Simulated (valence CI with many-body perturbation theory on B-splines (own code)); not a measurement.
# Level structure of Ba43+

Calculated by relativistic CI+MBPT: three valence electrons over a frozen Dirac-Fock core [Ne], radial functions for each j: 11 s, 11 p, 9 d, 7 f, 5 g, 2 h, 1 i, with the one-electron correlation potential Σ1, the two-electron term Σ2, the three-electron term Σ3, Breit, model QED; selected CI, second order for the rest (own B-spline code, finite nucleus).

No measured spectrum was set against this ion. As an estimate, large intervals hold to a few tenths of a per cent, small ones and those within an open d or f shell to about a per cent.

Levels 1 to 45 of 68, with energies above the lowest level, (3s^2 3p1/2) J=1/2. "Leading %" is the weight of the configuration and term that name the level; weights of strongly mixed levels are sums over their largest components and can fall short. In the jj column 3d3/2^4 stands for four electrons in 3d with j = 3/2. Lifetimes count E1, E2, E3, M1 and M2 decay at the calculated energies, and are blank where another channel may lead or the interval is too uncertain; long ones can be off by a factor of two.

| No. | Configuration | Term | J | E (eV) | Leading % | Leading jj | Lifetime |
| --- | --- | --- | --- | --- | --- | --- | --- |
| 1 | 3s2.3p | 2P° | 1/2 | 0.00 | 99 | 3s^2 3p1/2 (99 %) |  |
| 2 | 3s2.3p | 2P° | 3/2 | 97.88 | 98 | 3s^2 3p3/2 (98 %) | 226 ns |
| 3 | 3s.3p2 | 4P | 1/2 | 107.43 | 64 | 3s 3p1/2^2 (95 %) | 73.2 ps |
| 4 | 3s.3p2 | 4P | 3/2 | 186.55 | 92 | 3s 3p1/2 3p3/2 (98 %) | 617 ps |
| 5 | 3s.3p2 | 2D | 5/2 | 198.40 | 52 | 3s 3p1/2 3p3/2 (95 %) | 175 ps |
| 6 | 3s.3p2 | 2D | 3/2 | 214.48 | 61 | 3s 3p1/2 3p3/2 (83 %) | 8.37 ps |
| 7 | 3s.3p2 | 2P | 1/2 | 222.59 | 71 | 3s 3p1/2 3p3/2 (94 %) | 2.45 ps |
| 8 | 3s2.3d | 2D | 3/2 | 260.55 | 83 | 3s^2 3d3/2 (83 %) | 1.89 ps |
| 9 | 3s2.3d | 2D | 5/2 | 272.20 | 72 | 3s^2 3d5/2 (72 %) | 31.3 ps |
| 10 | 3s.3p2 | 2D | 5/2 | 300.76 | 41 | 3s 3p3/2^2 (72 %) | 4.98 ps |
| 11 | 3s.3p2 | 2S | 1/2 | 320.98 | 69 | 3s 3p3/2^2 (97 %) | 3.50 ps |
| 12 | 3p3 | 2P° | 3/2 | 323.37 | 35 | 3p1/2^2 3p3/2 (78 %) | 8.22 ps |
| 13 | 3s.3p2 | 2P | 3/2 | 326.01 | 66 | 3s 3p3/2^2 (95 %) | 1.76 ps |
| 14 | 3s.3p.3d | 4F° | 3/2 | 337.37 | 78 | 3s 3p1/2 3d3/2 (90 %) | 26.2 ps |
| 15 | 3s.3p.3d | 4F° | 5/2 | 345.64 | 54 | 3s 3p1/2 3d3/2 (92 %) | 93.9 ps |
| 16 | 3s.3p.3d | 4D° | 1/2 | 363.88 | 67 | 3s 3p1/2 3d3/2 (95 %) | 2.50 ps |
| 17 | 3s.3p.3d | 4D° | 3/2 | 365.44 | 45 | 3s 3p1/2 3d3/2 (79 %) | 2.44 ps |
| 18 | 3s.3p.3d | 4P° | 5/2 | 369.21 | 36 | 3s 3p1/2 3d5/2 (96 %) | 10.6 ps |
| 19 | 3s.3p.3d | 4F° | 7/2 | 376.12 | 56 | 3s 3p1/2 3d5/2 (93 %) | 17.5 ps |
| 20 | 3s.3p.3d | 2F° | 5/2 | 383.95 | 40 | 3s 3p1/2 3d5/2 (88 %) | 11.3 ps |
| 21 | 3s.3p.3d | 2D° | 3/2 | 386.04 | 39 | 3s 3p1/2 3d5/2 (60 %) | 4.34 ps |
| 22 | 3p3 | 2D° | 5/2 | 419.81 | 66 | 3p1/2 3p3/2^2 (66 %) | 4.33 ps |
| 23 | 3p3 | 2D° | 3/2 | 425.08 | 44 | 3p1/2 3p3/2^2 (75 %) | 1.96 ps |
| 24 | 3p3 | 2P° | 1/2 | 431.17 | 84 | 3p1/2 3p3/2^2 (84 %) | 3.08 ps |
| 25 | 3s.3p.3d | 4D° | 3/2 | 446.08 | 41 | 3s 3p3/2 3d3/2 (98 %) | 3.07 ps |
| 26 | 3s.3p.3d | 4D° | 5/2 | 446.62 | 52 | 3s 3p3/2 3d3/2 (83 %) | 2.47 ps |
| 27 | 3s.3p.3d | 4P° | 1/2 | 446.95 | 87 | 3s 3p3/2 3d3/2 (97 %) | 3.53 ps |
| 28 | 3s.3p.3d | 4D° | 7/2 | 449.01 | 46 | 3s 3p3/2 3d3/2 (73 %) | 3.77 ps |
| 29 | 3s.3p.3d | 4F° | 9/2 | 453.50 | 100 | 3s 3p3/2 3d5/2 (100 %) | 273 ns |
| 30 | 3s.3p.3d | 2D° | 3/2 | 464.85 | 59 | 3s 3p3/2 3d5/2 (50 %) | 2.65 ps |
| 31 | 3s.3p.3d | 2D° | 5/2 | 470.45 | 47 | 3s 3p3/2 3d5/2 (94 %) | 5.29 ps |
| 32 | 3p2.3d | 4F | 3/2 | 471.28 | 40 | 3p1/2^2 3d3/2 (98 %) | 11.2 ps |
| 33 | 3s.3p.3d | 2D° | 3/2 | 478.82 | 42 | 3s 3p3/2 3d3/2 (41 %) | 2.45 ps |
| 34 | 3s.3p.3d | 2F° | 7/2 | 479.84 | 84 | 3s 3p3/2 3d5/2 (79 %) | 5.13 ps |
| 35 | 3s.3p.3d | 2F° | 5/2 | 481.14 | 74 | 3s 3p3/2 3d3/2 (90 %) | 1.45 ps |
| 36 | 3s.3p.3d | 2P° | 1/2 | 483.23 | 74 | 3s 3p3/2 3d3/2 (79 %) | 1.42 ps |
| 37 | 3s.3p.3d | 2F° | 7/2 | 491.69 | 76 | 3s 3p3/2 3d5/2 (93 %) | 2.89 ps |
| 38 | 3s.3p.3d | 2P° | 1/2 | 499.74 | 84 | 3s 3p3/2 3d5/2 (78 %) | 3.04 ps |
| 39 | 3p2.3d | 2D | 5/2 | 501.11 | 26 | 3p1/2^2 3d5/2 (94 %) | 7.97 ps |
| 40 | 3s.3p.3d | 2P° | 3/2 | 505.93 | 81 | 3s 3p3/2 3d5/2 (95 %) | 2.02 ps |
| 41 | 3s.3p.3d | 2D° | 5/2 | 507.84 | 64 | 3s 3p3/2 3d5/2 (88 %) | 1.81 ps |
| 42 | 3p3 | 2P° | 3/2 | 540.80 | 45 | 3p3/2^3 (82 %) | 1.23 ps |
| 43 | 3p2.3d | 2F | 5/2 | 551.49 | 54 | 3p1/2 3p3/2 3d3/2 (90 %) | 6.70 ps |
| 44 | 3p2.3d | 4F | 3/2 | 557.13 | 38 | 3p1/2 3p3/2 3d3/2 (96 %) | 3.56 ps |
| 45 | 3p2.3d | 4D | 1/2 | 559.13 | 82 | 3p1/2 3p3/2 3d3/2 (99 %) | 3.37 ps |

The ionisation energy to 3s2 1S_0 of the next ion comes out as 3364.1 eV (NIST: 3363 ± 4 eV (theoretical)). All 68 levels together are meant to be complete up to 649.01 eV.
